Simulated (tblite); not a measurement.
Species: C₆H₉PSi.
SMILES with atom numbers: `[CH3:1][c:2]1[cH:3][p:4][cH:5][c:6]([SiH3:7])[cH:8]1` (hydrogens: H9, H10, H11 on C1; H12 on C3; H13 on C5; H14, H15, H16 on Si7; H17 on C8)

Structure used (GFN2-xTB), in Å, numbered top down from 1:
```
atom  x, y, z in Å
C1    -2.533   -0.740    0.325
C2    -1.316    0.121    0.139
C3    -1.450    1.496    0.082
P4    -0.163    2.635   -0.134
C5     1.184    1.552   -0.231
C6     1.131    0.169   -0.150
Si7    2.723   -0.849   -0.250
C8    -0.076   -0.499    0.026
H9    -2.673   -1.384   -0.543
H10   -3.427   -0.135    0.455
H11   -2.413   -1.380    1.199
H12   -2.445    1.916    0.177
H13    2.153    2.017   -0.370
H14    3.044   -1.350    1.090
H15    2.499   -1.976   -1.158
H16    3.807   -0.001   -0.744
H17   -0.053   -1.580    0.078
```

Calculated harmonic vibrations of the isolated species, GFN2-xTB (tblite), most abundant isotopes, no scaling. The method is semi-empirical: single wavenumbers can be off by several per cent or more. Modes of hydrogen on silicon can be 10 to 20 % off. The optimisation stopped once no atom felt more than 0.01 eV/Å.

Lowest wavenumbers of the output (negative numbers stand for imaginary wavenumbers):
```
mode    cm-1
  1     -29.3
  2      40.6
  3     125.2
  4     169.0
  5     176.8
  6     252.6
  7     333.5
  8     364.1
```

Question: Is this structure a minimum?

Answer: Not by this Hessian. 1 mode is imaginary beyond 20i (29i cm⁻¹), so at this level the point lies at or near a first-order saddle. The curvature is small, so loose convergence or finite differences may be the whole cause.

Question: Which atoms move in the imaginary mode?

Answer: 29i: H14 (Si–H hydrogen) 35 %, H15 (Si–H hydrogen) 31 %, H16 (Si–H hydrogen) 30 %. These are shares of the mass-weighted motion.

Question: What is the remedy?

Answer: Step along that mode in both directions, optimise again with tighter thresholds and repeat the frequencies. The zero-point energy of this point (76.9 kcal/mol) counts the 44 real modes alone, and thermal corrections from it aren't those of a minimum.
